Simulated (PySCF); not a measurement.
ZrH₂, SMILES [ZrH2] (connectivity only; charge and spin as stated), neutral, multiplicity 3.

Geometry: PBE-D3(BJ)/def2-TZVPD. The spin state was assumed, not searched. The def2 effective core potentials stand for the cores of Zr; spin–orbit coupling is left out.

Two levels are set side by side: PBE/def2-TZVPD (PySCF) and r2SCAN/def2-TZVPD (PySCF). Same geometry, gas phase. Differences are taken from unrounded values.

```csv
quantity,r2SCAN,PBE,PBE minus r2SCAN
α-spin orbital gap (eV),1.31,0.68,-0.63
β-spin orbital gap (eV),4.54,3.75,-0.80
dipole moment (D),2.64,2.40,-0.24
mean polarisability (bohr³),83.4,82.8,-0.5
```

Rough cost on one machine, each run with all the roots and properties that it gave: r2SCAN against PBE about 4 times.
